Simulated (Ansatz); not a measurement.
A set of 12 reactions (hydrogenolysis), with CCSD(T)/CBS values in kJ/mol:

```
                                          reaction     ΔE
                    `COB(F)Br` + H₂ → `COBF` + HBr   50.9
                   `N[Si]Cl` + H₂ → `N[SiH]` + HCl  125.1
     `CC1(Cl)C[SiH2]1` + H₂ → `ClC1C[SiH2]1` + CH₄  -53.7
`F[SiH2][AlH][Cl]` + H₂ → `[AlH2][Cl]` + `F[SiH3]`  -27.9
           `[Cl][Mg][Cl]` + H₂ → `[MgH][Cl]` + HCl  177.4
              `FC(F)(F)CI` + H₂ → `CC(F)(F)F` + HI  -81.2
    `C[SiH](O)[GaH2]` + H₂ → `C[SiH2]O` + `[GaH3]`  -14.0
  `BC(=C)[NH][GeH3]` + H₂ → `BC=C` + `[NH2][GeH3]`  -54.0
                     `CCCCBr` + H₂ → `CCC` + `CBr`  -48.1
         `C[SiH2]C(F)Br` + H₂ → `FCBr` + `C[SiH3]`  -28.0
                 `CBCC(O)=S` + H₂ → `OC=S` + `CBC`  -32.5
               `OC(S)=[Se]` + H₂ → `OC=[Se]` + H₂S  -19.6
```

Computed with Ansatz on PBE0-D4/def2-TZVP structures; ΔE is electronic, products minus reactants. CCSD(T)/CBS is the MP2 limit (def2-TZVPP, def2-QZVPP) plus CCSD(T) − MP2 in def2-TZVPP, frozen cores. Small cases extrapolate CCSD(T) itself. DFT in def2-TZVPP. B3LYP here is the variant with VWN-RPA as its local correlation; programs differ in this. def2 core potentials past Kr. For Br, Ga, Ge, I, Mg, Se outer-core shells are correlated without core-valence functions, which leaves a few kJ/mol of doubt a bond. Scalar relativity is left out up to krypton. Each species was taken in one conformer, which may not be the lowest.

(1) Give the mean, mean absolute and largest difference (level minus CCSD(T)/CBS, kJ/mol) for: PBE-D4, ωB97X-V, ωB97M-V, B2PLYP, B3LYP, MP2/def2-TZVPP, SCS-MP2/def2-TZVPP, CCSD/def2-TZVPP, CCSD(T)/def2-TZVPP, HF/def2-QZVPP, MP2/def2-QZVPP, SCS-MP2/def2-QZVPP, HF/CBS(def2), MP2/CBS(def2). (Best estimate.)

The largest T1 diagnostic in the set is 0.018, for `OC=S` (customary mark 0.02).

CCSD(T)/CBS is a level of theory with its own doubt, and the functionals carry their triple-zeta basis error, so these figures describe this set and don't rank the functionals.

Results:

(1) Computed: 
| level | mean | mean absolute | largest |
| --- | --- | --- | --- |
| PBE-D4 | 4.6 | 6.9 | 17.9 |
| ωB97X-V | -3.5 | 3.7 | -7.5 |
| ωB97M-V | -2.9 | 3.4 | -7.1 |
| B2PLYP | -7.2 | 7.2 | -11.6 |
| B3LYP | -12.2 | 12.2 | -19.7 |
| MP2/def2-TZVPP | 2.5 | 4.0 | 8.9 |
| SCS-MP2/def2-TZVPP | -4.2 | 4.2 | -10.9 |
| CCSD/def2-TZVPP | -9.6 | 9.6 | -14.1 |
| CCSD(T)/def2-TZVPP | -4.2 | 4.2 | -9.9 |
| HF/def2-QZVPP | -26.8 | 26.8 | -36.6 |
| MP2/def2-QZVPP | 4.8 | 5.7 | 10.8 |
| SCS-MP2/def2-QZVPP | -2.2 | 2.9 | -9.3 |
| HF/CBS(def2) | -26.8 | 26.8 | -36.7 |
| MP2/CBS(def2) | 6.6 | 7.0 | 12.9 |
